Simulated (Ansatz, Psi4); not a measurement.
Input for Psi4:
```
memory 2 GB

molecule {
0 3
  C     0.35092478   -1.44730662    0.17002423
  C    -0.95647938   -1.13310453    0.21903019
  C    -1.19845781    0.28467556    0.04537170
  S     0.28246175    1.20363624   -0.18147496
  C     1.19697211   -0.29100648   -0.04441717
  H     0.77466952   -2.42903399    0.27239484
  H    -1.77115108   -1.81720929    0.36782085
  H    -2.14437716    0.78394528    0.04428006
  H     2.26371244   -0.27542949   -0.12095013
}

set basis sto-3g
set reference uks
set scf_type pk
set puream true
set d_convergence 1e-8
set dft_radial_points 99
set dft_spherical_points 590

energy('b3lyp')
print_variables()
```

Question: Convert this to an input for Ansatz (a first-principles code).

Answer: This is not unique; one that fits is 
Ansatz 0.2 input:
```yaml
crystal:
  periodic: [false, false, false]
  atoms:
    - {symbol: C, position_ang: [0.35092478, -1.44730662, 0.17002423]}
    - {symbol: C, position_ang: [-0.95647938, -1.13310453, 0.21903019]}
    - {symbol: C, position_ang: [-1.19845781, 0.28467556, 0.04537170]}
    - {symbol: S, position_ang: [0.28246175, 1.20363624, -0.18147496]}
    - {symbol: C, position_ang: [1.19697211, -0.29100648, -0.04441717]}
    - {symbol: H, position_ang: [0.77466952, -2.42903399, 0.27239484]}
    - {symbol: H, position_ang: [-1.77115108, -1.81720929, 0.36782085]}
    - {symbol: H, position_ang: [-2.14437716, 0.78394528, 0.04428006]}
    - {symbol: H, position_ang: [2.26371244, -0.27542949, -0.12095013]}
basis:
  gaussian:
    orbitals: STO-3G
hamiltonian:
  xc: b3lyp
magnetization: {spin_polarized: true, initial_magnetization: 2}
accuracy: high
```

Both were run: Psi4 gave -546.583793 Eh and Ansatz -546.583793 Eh, 0.000 mEh apart.
